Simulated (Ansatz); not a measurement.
One change: `C[SiH2][SiH2]O` becomes `C[SiH2][SiH2]S`.

Ansatz, PBE0-D4/def2-TZVP geometries, multiplicity 1. Each molecule was computed in one conformer, which needn't be the lowest.

| property | `C[SiH2][SiH2]O` |
| --- | --- |
| LUMO energy (B3LYP/def2-TZVPP) / eV | -0.54 |
| LUMO energy (ωB97M-V/def2-TZVPP) / eV | 1.35 |
| ideal-gas entropy at 298 K and 1 bar (rigid rotor, harmonic PBE0-D4/def2-TZVP) / J/(mol·K) | 360 |
| HOMO–LUMO gap (B3LYP/def2-TZVPP) / eV | 6.83 |
| HOMO–LUMO gap (PBE/def2-TZVPP) / eV | 5.17 |
| HOMO energy (B3LYP/def2-TZVPP) / eV | -7.37 |

(1) Give the same properties after the change, and the shifts. (An estimate is asked.)

Results:

(1) Ansatz gave: 
```tsv
property	`C[SiH2][SiH2]S`	shift
LUMO energy (B3LYP/def2-TZVPP) / eV	-0.40	0.14
LUMO energy (ωB97M-V/def2-TZVPP) / eV	1.51	0.16
ideal-gas entropy at 298 K and 1 bar (rigid rotor, harmonic PBE0-D4/def2-TZVP) / J/(mol·K)	373	13
HOMO–LUMO gap (B3LYP/def2-TZVPP) / eV	6.56	-0.27
HOMO–LUMO gap (PBE/def2-TZVPP) / eV	4.96	-0.21
HOMO energy (B3LYP/def2-TZVPP) / eV	-6.96	0.41
```

With PBE0 the HOMO rises by 0.37 eV and the LUMO rises by 0.09 eV, so the gap narrows by about 0.28 eV. PBE moves the HOMO by 0.32 eV and ωB97M-V by 0.35 eV. Modes under 60 cm⁻¹, often nearly free rotors, make the harmonic entropy too high.

B3LYP here is the variant with VWN-RPA as its local correlation; programs differ in this.
